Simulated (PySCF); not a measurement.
Ta(O)(OH)2(NH2) (H₄NO₃Ta), SMILES [Ta]([OH])(=[O])([OH])[NH2], multiplicity 1.

The structure is a stationary point at B3LYP-D3(BJ)/def2-SVP. The multiplicity is an assumed one; no other spin state was optimised. The structure was generated by enumeration; whether it is a known compound was not checked. The def2 effective core potentials stand for the cores of Ta; spin–orbit coupling is left out. One conformer was computed; it need not be the lowest.

All values below come from B3LYP-D3(BJ)/def2-SVP (PySCF).

Frequencies are harmonic and unscaled.

Computed harmonic wavenumbers and intensities:
| mode | ν (cm⁻¹) | IR (km/mol) | Raman (Å⁴/amu) | depolarisation | moving atoms (share of kinetic energy) |
|---|---|---|---|---|---|
| 1 | 177 | 0.1 | 2.9 | 0.75 | N 35 %, H 27 %, O 27 %, Ta 11 % |
| 2 | 178 | 3.2 | 1.1 | 0.68 | O 49 %, H 24 %, Ta 14 %, N 13 % |
| 3 | 183 | 3.2 | 1.7 | 0.63 | O 61 %, H 23 %, Ta 12 % |
| 4 | 188 | 12.4 | 3.7 | 0.75 | O 68 %, H 24 % |
| 5 | 214 | 6.2 | 3.0 | 0.74 | O 65 %, H 18 %, N 16 % |
| 6 | 321 | 50.1 | 1.3 | 0.75 | H 81 %, O 18 % |
| 7 | 337 | 214.4 | 3.9 | 0.75 | H 70 %, O 27 % |
| 8 | 351 | 0.0 | 0.2 | 0.75 | H 91 %, O 8 % |
| 9 | 460 | 274.1 | 1.2 | 0.75 | H 75 %, O 15 %, N 10 % |
| 10 | 465 | 237.5 | 0.8 | 0.75 | H 78 %, O 21 % |
| 11 | 479 | 15.4 | 2.5 | 0.75 | H 68 %, O 20 %, N 11 % |
| 12 | 593 | 10.9 | 0.6 | 0.69 | H 76 %, N 20 % |
| 13 | 674 | 115.5 | 8.9 | 0.14 | N 73 %, H 15 %, Ta 11 % |
| 14 | 706 | 64.7 | 12.2 | 0.03 | O 81 %, H 10 % |
| 15 | 709 | 125.8 | 1.3 | 0.75 | O 72 %, H 14 %, Ta 14 % |
| 16 | 988 | 139.3 | 16.9 | 0.04 | O 91 %, Ta 8 % |
| 17 | 1513 | 32.0 | 9.3 | 0.59 | H 90 %, N 10 % |
| 18 | 3540 | 65.0 | 147.4 | 0.15 | H 96 % |
| 19 | 3633 | 36.3 | 67.6 | 0.73 | H 92 %, N 8 % |
| 20 | 3901 | 328.7 | 67.4 | 0.75 | H 94 % |
| 21 | 3905 | 91.9 | 183.9 | 0.17 | H 94 % |
